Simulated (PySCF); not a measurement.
**Bond curve of TlSe**

Set-up: Tl def2-TZVPP with ECP60, Se def2-TZVPP; scalar-relativistic core potentials (PySCF 2.14). Energies in eV from Tl + Se in their ground configurations at the same level. All curves are PBE0. state 1: ²Π (doublet), unpaired electrons π ↑; state 2: ²Σ⁺ (doublet), unpaired electrons σ ↑, a second solution, started from another occupation; state 3: quartet, unpaired electrons σ ↑, π ↑↑, a mixture of terms (⟨Lz²⟩ = 2.0), a second solution, started from another occupation.

```tsv
R (Å)	state 1	state 2	state 3
2.337	-2.170	-2.573	0.6341
2.446	-2.569	-2.690	0.2915
2.555	-2.784	-2.682	0.0943
2.636	-2.858	-2.624	0.0080
2.718	-2.877	-2.539	-0.0440
2.800	-2.853	-2.435	-0.0731
2.908	-2.776	-2.278	-0.0899
3.044	-2.628	-2.069	-0.0917
3.207	-2.409	-1.813	-0.0817
3.425	-2.090	-1.484
```

**Question.** Put a parabola through the three lowest points of the state 1 curve and estimate Re, k and ωe (reduced mass 57.5 u; 1 eV/Å² = 0.16022 mdyn/Å; ωe = 1302.8·√(k/μ) cm⁻¹).

**Answer.** Through R = 2.636, 2.718, 2.8 Å the second-order coefficient is 3.20 eV/Å², so Re ≈ 2.713 Å, k ≈ 1.02 mdyn/Å and ωe ≈ 174 cm⁻¹. A polynomial fit of higher order to the unrounded PBE0 energies gives Re = 2.710 Å, k = 1.03 mdyn/Å, ωe = 174 cm⁻¹; anharmonicity and rounding make the difference.

The higher-order fit for each curve: state 1: Re = 2.710 Å, ωe = 174 cm⁻¹, De = 2.88 eV; state 2: Re = 2.489 Å, ωe = 201 cm⁻¹, minimum 2.70 eV below the ground-state fragments; state 3: Re = 2.989 Å, ωe = 57.7 cm⁻¹, minimum 0.093 eV below the ground-state fragments.

These are scalar-relativistic numbers at best; spin–orbit coupling would shift them, the dissociation energy most. Counting both spins, an empty level lies below a filled one in some of these solutions, because spin and occupation are held. The state was picked by a PBE0 search and need not be the measured ground state.
